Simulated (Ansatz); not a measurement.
Reaction (ligand exchange at a B–C bond): `BC[SiH](F)Cl` + `CNBN` → `BNBNC` + `C[SiH](F)Cl`

Calculated with Ansatz (gas phase, PBE0-D4/def2-TZVP geometries, no zero-point term in ΔE). CCSD(T)/CBS is the MP2 limit (def2-TZVPP, def2-QZVPP) plus CCSD(T) − MP2 in def2-TZVPP, frozen cores. DFT in def2-TZVPP. HSE06 is defined as in plane-wave codes. One conformer a species, not always the lowest.

`BC[SiH](F)Cl`:

Cartesian coordinates in Å:
```
B 0.599 0.624 -1.316
C -0.385 0.694 -0.131
Si -0.139 -0.742 1.020
F -1.277 -0.705 2.132
Cl -0.314 -2.515 0.022
H 0.261 0.171 -2.369
H 1.732 0.987 -1.180
H -1.441 0.659 -0.417
H -0.200 1.553 0.527
H 1.164 -0.727 1.712
```

`CNBN`:

Cartesian coordinates in Å:
```
C -0.938 -1.103 0.955
N -0.409 -0.351 -0.153
B 0.621 0.604 -0.079
N 1.096 1.310 -1.205
H -2.005 -0.911 1.115
H -0.808 -2.184 0.823
H -0.410 -0.815 1.864
H -0.845 -0.559 -1.038
H 1.119 0.827 0.991
H 0.747 1.195 -2.140
H 1.832 1.987 -1.132
```

`BNBNC`:

```xyz
13

B     1.551    0.825    0.815
N     0.291    1.365    0.521
B    -0.990    0.745    0.234
N    -1.164   -0.514   -0.336
C    -0.192   -1.449   -0.853
H     1.726   -0.357    0.792
H     2.444    1.567    1.114
H     0.218    2.364    0.657
H    -1.983    1.371    0.484
H    -2.116   -0.827   -0.426
H     0.133   -2.175   -0.101
H    -0.612   -1.998   -1.699
H     0.693   -0.918   -1.203
```

`C[SiH](F)Cl`:

```xyz
8

C     0.499   -0.068    0.877
Si   -0.414   -0.066   -0.724
F    -1.967   -0.292   -0.450
Cl   -0.209    1.745   -1.653
H     0.372   -1.028    1.384
H     1.566    0.096    0.708
H     0.128    0.724    1.531
H     0.024   -1.110   -1.673
```

```
             level  ΔE (kcal/mol)  difference from CCSD(T)/CBS
            PBE-D4          -25.1                          0.5
           PBE0-D4          -24.7                          0.9
        r2SCANh-D4          -24.9                          0.7
          HSE06-D4          -24.7                          0.9
               PBE          -25.0                          0.6
              BLYP          -26.0                         -0.4
           LC-ωPBE          -23.9                          1.7
  CCSD(T)/def2-SVP          -28.9                         -3.3
SCS-MP2/def2-TZVPP          -25.7                         -0.1
      HF/CBS(def2)          -24.9                          0.7
       CCSD(T)/CBS          -25.6                            0
```

Largest T1 diagnostic among the species: 0.013.

Leaving LDA and LC-ωPBE aside and taking each functional with its dispersion term where it has one, the values, not all of them listed here, spread over 1.7 kcal/mol, from BLYP-D4 to PBE0-D4. LDA lies −1.2 kcal/mol from PBE without D4. At CCSD(T), def2-SVP lies −3.3 kcal/mol from the extrapolated value and def2-TZVPP −0.3 kcal/mol.
